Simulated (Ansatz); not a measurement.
Computed with Ansatz on PBE0-D4/def2-TZVP structures; ΔE is electronic, products minus reactants. CCSD(T)/CBS adds triple-zeta CCSD(T) − MP2 to the extrapolated MP2 energy (def2 sets, frozen cores). This one scheme is used for every species. Functionals use def2-TZVPP. B3LYP here is the variant with VWN-RPA as its local correlation; programs differ in this. One conformer a species, not always the lowest.

Reaction (substitution at a C–O bond): CH₃OH + `O[SiH](O)S` → `CS[SiH](O)O` + H₂O

CH₃OH:

```xyz
6

C    -0.273    0.129   -0.189
O     0.401   -0.752    0.679
H    -1.293   -0.242   -0.293
H     0.181    0.160   -1.188
H    -0.320    1.151    0.206
H     1.304   -0.447    0.784
```

`O[SiH](O)S`:

```xyz
8

O    -1.345    0.597   -0.062
Si   -0.090   -0.430   -0.309
O     0.005   -1.359    1.026
S     1.677    0.676   -0.778
H    -1.371    1.381   -0.613
H    -0.264   -1.341   -1.457
H    -0.233   -0.958    1.863
H     1.621    1.435    0.331
```

`CS[SiH](O)O`:

Cartesian coordinates in Å:
```
C -1.646 -0.994 -0.333
S -1.027 0.240 0.851
Si 0.994 0.324 0.202
O 1.808 1.208 1.315
O 1.203 1.015 -1.262
H -2.664 -1.239 -0.032
H -1.659 -0.589 -1.344
H -1.042 -1.900 -0.304
H 1.514 -1.050 0.026
H 1.600 1.059 2.239
H 0.919 1.926 -1.360
```

H₂O:

```xyz
3

O     0.124    0.327   -0.170
H     0.218    0.076    0.751
H    -0.342   -0.404   -0.581
```

```tsv
level	ΔE (kcal/mol)	difference from CCSD(T)/CBS
PBE-D4	-11.1	0.9
r2SCAN-D4	-10.8	1.2
PBE0-D4	-11.1	0.9
B3LYP-D4	-10.2	1.8
ωB97X-V	-9.9	2.1
ωB97M-V	-10.6	1.4
B2PLYP	-9.9	2.1
PBE	-10.0	2.0
r2SCAN	-10.5	1.5
PBE0	-10.1	1.9
B3LYP	-8.5	3.5
HF/def2-TZVPP	-6.9	5.1
MP2/def2-TZVPP	-12.5	-0.5
SCS-MP2/def2-TZVPP	-10.8	1.2
CCSD/def2-TZVPP	-10.0	2.0
CCSD(T)/def2-TZVPP	-10.6	1.4
HF/def2-QZVPP	-7.0	5.0
MP2/def2-QZVPP	-13.3	-1.3
SCS-MP2/def2-QZVPP	-11.7	0.3
HF/CBS(def2)	-7.0	5.0
MP2/CBS(def2)	-13.9	-1.9
CCSD/CBS(def2)	-11.4	0.6
CCSD(T)/CBS	-12.0	0
```

Largest T1 diagnostic among the species: 0.011.

The D4 term adds −1.8 kcal/mol with B3LYP and −1.0 kcal/mol with PBE0; it sums over pairs of atoms, weighted by their polarisabilities, and B3LYP, whose exchange is more repulsive, gets the larger term. In def2-TZVPP, CCSD(T) changes the Hartree–Fock value by −3.7 kcal/mol (the triples alone add −0.7 kcal/mol) and MP2 by −5.6 kcal/mol.
